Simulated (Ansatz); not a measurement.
Reaction (substitution at a C–Si bond): `C[SiH](C)Br` + `NBBr` → `CNBBr` + `C[SiH2]Br`

Gas-phase electronic energies from Ansatz, PBE0-D4/def2-TZVP geometries. CBS: MP2 limit from def2 TZ/QZ plus the TZ coupled-cluster correction, frozen cores. Functionals use def2-TZVPP. B3LYP here is the variant with VWN-RPA as its local correlation; programs differ in this. For Br outer-core shells are correlated without core-valence functions, which leaves a few kJ/mol of doubt a bond. Scalar relativity is left out up to krypton. Each species was taken in one conformer, which may not be the lowest.

| level | ΔE (kJ/mol) | difference from CCSD(T)/CBS |
| --- | --- | --- |
| BLYP-D4 | 76.2 | -4.4 |
| r2SCAN-D4 | 83.2 | 2.6 |
| CAM-B3LYP-D4 | 77.1 | -3.5 |
| B3LYP | 74.1 | -6.5 |
| r2SCAN0 | 82.6 | 2.0 |
| BHLYP | 75.0 | -5.6 |
| CAM-B3LYP | 75.0 | -5.6 |
| MP2/def2-SVP | 68.1 | -12.5 |
| SCS-MP2/def2-QZVPP | 78.4 | -2.2 |
| MP2/CBS(def2) | 85.7 | 5.1 |
| CCSD(T)/CBS | 80.6 | 0 |

Question: What do rigid-rotor, harmonic-oscillator terms from PBE0-D4/def2-TZVP frequencies (298.15 K, 1 bar) make of the CCSD(T)/CBS value? (Best estimate.)

Answer: Ansatz gave: ΔZPE = -0.9 kJ/mol, ΔH = +78.9 kJ/mol, ΔS = -3 J/(mol·K), ΔG = +79.7 kJ/mol.

Largest T1 diagnostic among the species: 0.010.

Leaving LDA and LC-ωPBE aside and taking each functional with its dispersion term where it has one, the values, not all of them listed here, spread over 7.8 kJ/mol, from BLYP-D4 to B97M-V. In def2-TZVPP, CCSD(T) changes the Hartree–Fock value by +6.8 kJ/mol (the triples alone add +0.6 kJ/mol) and MP2 by +11.9 kJ/mol. The D4 term adds +3.5 kJ/mol with B3LYP and +2.0 kJ/mol with PBE0; it sums over pairs of atoms, weighted by their polarisabilities, and B3LYP, whose exchange is more repulsive, gets the larger term.
